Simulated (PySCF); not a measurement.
An unknown is described by computed data only.

Elements present: C, H, S and Si. Monoisotopic mass: 140.0116 u.

| Item | Value |
| --- | --- |
| Triplet | lowest triplet excitation (Tamm–Dancoff): 3.95 eV [TDA wB97X-D/def2-SVPD] |
| Valence photoelectron | vertical ionisation energy: 8.28 eV [ΔSCF wB97X-D/def2-SVPD] |
| 1H NMR | chemical shifts (computed TMS as zero) by class: 7.23 (2 H), 7.14 (2 H), 7.07 (1 H), 4.84 (3 H) ppm [GIAO PBE/pcSseg-1] |
| Dipole | 1.27 D [wB97X-D/def2-SVPD] |
| Polarisability | 118.8 au [wB97X-D/def2-SVPD] |
| UV, strongest line | among the 10 lowest singlet transitions: S7 at 6.65 eV (186 nm, f = 0.443) [TDDFT wB97X-D/def2-SVPD] |
| UV, first state | lowest singlet excitation: 5.08 eV (244 nm, f = 0.007) [TDDFT wB97X-D/def2-SVPD] |
| NMR, other nuclei | isotropic shieldings of nuclei other than C and H, by class: 398 (1 Si), 563 (1 S) ppm [GIAO PBE/pcSseg-1] |
| 13C NMR | chemical shifts (computed TMS as zero) by class: 141.3 (1 C), 131.8 (2 C), 130.3 (2 C), 126.9 (1 C) ppm [GIAO PBE/pcSseg-1] |
| Rotational structure | rotational constants A, B, C: 3.539, 0.869, 0.703 GHz [PBE0-D3(BJ)/def2-SVP] |

The electronic properties come from PySCF, for the isolated species, density fitting. Levels stand in brackets. Geometry: PBE0-D3(BJ)/def2-SVP, one conformer, isolated molecule. NMR classes are plain means over equivalent atoms (diastereotopic ones count apart unless rotation or inversion swaps them), as if these changed places fast.

Question: Which formula fits the mass and the elements?

Answer: C6H8SSi (calculated 140.0116). No other formula that holds each of these elements comes within 0.0003 u with a fitting electron parity and a possible valence count.

Question: What is the compound? Reason from the data.

Answer: Numbering: `[SiH3:1][S:2][c:3]1[cH:4][cH:5][cH:6][cH:7][cH:8]1`. Its formula, C6H8SSi, gives 4 degrees of unsaturation: 1 ring and 3 π bonds in the structure found (Kekulé form). 6 carbons fall into 4 classes; from least to most shielded: substituted aromatic carbon [C3] (141.3 ppm), aromatic CH carbon [C5/C7] (131.8 ppm, 2 C), aromatic CH carbon [C4/C8] (130.3 ppm, 2 C, up to 4.4 ppm apart in this geometry), aromatic CH carbon [C6] (126.9 ppm). Hydrogen classes from least to most shielded: 2 H on the meta carbons, C5/C7 (7.23 ppm), 2 H on the ortho carbons, C4/C8 (7.14 ppm), 1 H on the para carbon, C6 (7.07 ppm), 3 H on an SiH3 silicon, Si1 (4.84 ppm). The other shieldings belong to: 398 ppm, SiH3 silicon [Si1]; 563 ppm, sulfur bonded to C and Si [S2]. The first electron is taken from the HOMO, whose largest Löwdin shares are 0.40 on the sulfur bonded to C and Si, 0.14 on the substituted aromatic carbon, 0.13 on an aromatic CH carbon and 0.08 on an aromatic CH carbon. By its constants the optimised geometry is an asymmetric top. Structure: `[SiH3]Sc1ccccc1`. The assignments are read from this structure; whether some other isomer fits the data as well wasn't checked.

Conformer computed: `[SiH3:1][S:2][c:3]1[cH:4][cH:5][cH:6][cH:7][cH:8]1`: Si1–S2–C3–C4 3°.
